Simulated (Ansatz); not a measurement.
Cartesian coordinates in Å:
```
C -1.2993 -0.4276 1.1635
Si -0.4680 -0.4719 -0.5084
S 0.7633 -2.2034 -0.7902
Si 0.9203 1.3892 -0.7948
Cl 2.4357 1.1739 0.6054
H -1.8887 -1.3337 1.3187
H -0.5541 -0.3613 1.9593
H -1.9620 0.4386 1.2406
H -1.4723 -0.5503 -1.6037
H 1.7135 -1.7836 0.0648
H 0.2593 2.6921 -0.5190
H 1.5523 1.4380 -2.1364
```

Charge 0, multiplicity 1.

(1) List the r2SCAN/def2-TZVPP orbital energies in eV (the Gaussian-basis code of Ansatz). (Estimate.)

Answers

(1) Ansatz gave: Occupied: -2753.41, -2409.12, -1791.91, -1791.54, -273.03, -254.80, -213.57, -193.34, -193.20, -193.20, -157.64, -157.56, -157.44, -142.30, -141.96, -97.23, -97.13, -97.12, -96.85, -96.81, -96.78, -21.52, -19.20, -18.39, -14.20, -12.65, -10.86, -10.75, -10.36, -10.04, -9.75, -8.92, -8.72, -8.32, -7.98, -7.39, -6.38. Lowest empty: -1.28, -0.60, -0.15, 0.51, 0.80, 0.96, 1.32, 1.34.
